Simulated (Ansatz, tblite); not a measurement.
Removing and adding an electron: Cu(AsH3)(SiH3) (CuSiAsH6). Total charge 0; singlet. Geometry: PBE0-D4/def2-SVP. Ansatz, gas phase; energy differences of separate SCF runs; the oxidised species was run as a doublet alone; the reduced species was run as a doublet alone.

Cartesian coordinates in Å:
```
Cu 0.0095 0.0669 -0.0401
As 0.0419 -2.0816 0.9416
H 1.3312 -2.6644 1.4751
H -0.3851 -3.2948 0.1465
H -0.8002 -2.3666 2.1647
Si -0.0388 2.1574 -0.9802
H 0.2633 3.2808 -0.0202
H -1.3673 2.5398 -1.5831
H 0.9455 2.3624 -2.1043
```

The xTB rows come from tblite. HOMO above LUMO, or a gap near zero within one spin, warns that the state may not be the lowest or that an electron is smeared out.

Q: Estimate orbital energies and vertical ionisation energies and electron affinities at: GFN1-xTB; GFN2-xTB; PBE-D4/def2-TZVP; PBE-D4/def2-TZVPD; r2SCAN-D4/def2-TZVP; r2SCAN-D4/def2-TZVPD; PBE0-D4/def2-TZVP; PBE0-D4/def2-TZVPD.

A: 
```csv
level,−HOMO (eV),vertical IE (eV),−LUMO (eV),vertical EA (eV),HOMO–LUMO gap (eV),IE − EA (eV),remarks
GFN1-xTB,10.71,13.10,7.76,–,2.95,–,–
GFN2-xTB,8.77,11.44,6.15,3.45,2.62,7.99,–
PBE-D4/def2-TZVP,5.29,8.13,1.71,–,3.58,–,–
PBE-D4/def2-TZVPD,5.32,–,1.90,-0.13,3.41,–,"HOMO above zero (-1 doublet), gap within one spin near zero (-1 doublet)"
r2SCAN-D4/def2-TZVP,5.39,8.07,1.54,–,3.84,–,–
r2SCAN-D4/def2-TZVPD,5.39,–,1.71,-0.15,3.68,–,HOMO above zero (-1 doublet)
PBE0-D4/def2-TZVP,6.14,8.05,0.90,–,5.23,–,–
PBE0-D4/def2-TZVPD,6.15,–,1.15,-0.24,5.00,–,HOMO above zero (-1 doublet)
```

Relaxing the oxidised species (PBE0-D4/def2-SVP) changes its energy by -0.45 eV at PBE0-D4/def2-TZVP, so the adiabatic ionisation energy to this nearest minimum is 7.60 eV. At PBE-D4/def2-TZVP it is 7.76 eV.  Relaxing the reduced species (PBE0-D4/def2-SVPD) changes its energy by -0.44 eV at PBE0-D4/def2-TZVPD, so the adiabatic electron affinity to this nearest minimum is 0.20 eV. At PBE-D4/def2-TZVPD it is 0.35 eV. The highest occupied level of the relaxed charge -1 doublet lies above zero (up to 0.63 eV). By energy differences its removal costs 0.20 eV (each at its own geometry, to the charge 0 singlet, at PBE0-D4/def2-TZVPD); the vertical value is larger still, so the positive level points to self-interaction error.     A HOMO above zero means that the electron is unbound at that level or that self-interaction error raises the level; the energy of removing that electron tells which. Raw xTB energy differences between charge states are shifted by several eV; the methods need an empirical correction for them. A negative affinity means that the extra electron isn't bound; its size then hangs on the basis.
